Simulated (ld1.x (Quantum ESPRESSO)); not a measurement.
## tungsten: one change to a TM potential, before and after

```
Element                 : W
Generator               : ld1.x (Quantum ESPRESSO) 7.5
Type                    : norm-conserving Troullier–Martins (Kleinman–Bylander form)
Functional              : PBE
Relativity              : scalar-relativistic
Frozen core             : [Xe] 4f14
Valence charge          : 6
Reference configuration : 5d4 6s1.5 6p0.5
Partial waves           : 6s (bound): rc 2.25 bohr; 6p (bound): rc 2.85 bohr; 5d (bound): rc 1.85 bohr
Local potential         : all-electron potential smoothed inside 2.85 bohr (lloc = -2)
Core correction         : none
```

Change: wave 5d (bound): rc 1.85 bohr becomes 5d (bound): rc 1.26 bohr.

Cutoffs: the cutoffs (Ry, on a coarse ladder) from which the occupation-weighted sum of valence levels, in a spherical-Bessel basis at the reference potential, stays within 10 and 1 mRy of its value at 400 Ry; they do not see the model core or the augmentation charge, which bear on the density cutoff. Errors are all-electron minus pseudo energies relative to the spin-unpolarised reference configuration.

Question: What does the change do?

Answer: The potential gets harder (30 Ry and 35 Ry → 60 Ry and 100 Ry); the errors of the 7 common tests hardly move; neither file shows a bound ghost. A smaller radius makes the pseudo-wave follow the all-electron one further in, where it bends more sharply, so more plane waves are needed.

```tsv
quantity	base	changed
cutoff, loose	30 Ry	60 Ry
cutoff, tight	35 Ry	100 Ry
loose cutoff by channel (10 mRy a level)	s 6 Ry, p 6 Ry, d 25 Ry	s 6 Ry, p 6 Ry, d 30 Ry
bound ghosts	none	none
error for 5d4 6s2 6p0, meV [ΔE -2.21 eV]	+1.4	+1.4
error for 5d4 6s1 6p0, meV [ΔE 6.67 eV]	+2.0	+2.0
error for 5d4 6s0 6p0, meV [ΔE 22.35 eV]	+63	+63
error for 5d4 6s0 6p2, meV [ΔE 7.05 eV]	+11	+11
error for 5d5 6s0 6p0, meV [ΔE 7.48 eV]	-22	-22
error for 5d4 6s0 6p1, meV [ΔE 12.13 eV]	+22	+23
error for 5d5 6s1 6p0, meV [ΔE -0.67 eV]	-30	-31
s: phases at 3.09 bohr within 0.05 rad from the reference energy up to (Ry; the scan ends near 5)	1.3	1.3
p: phases at 3.09 bohr within 0.05 rad from the reference energy up to (Ry; the scan ends near 5)	0.6	0.6
d: phases at 3.09 bohr within 0.05 rad from the reference energy up to (Ry; the scan ends near 5)	1.0	1.0
```
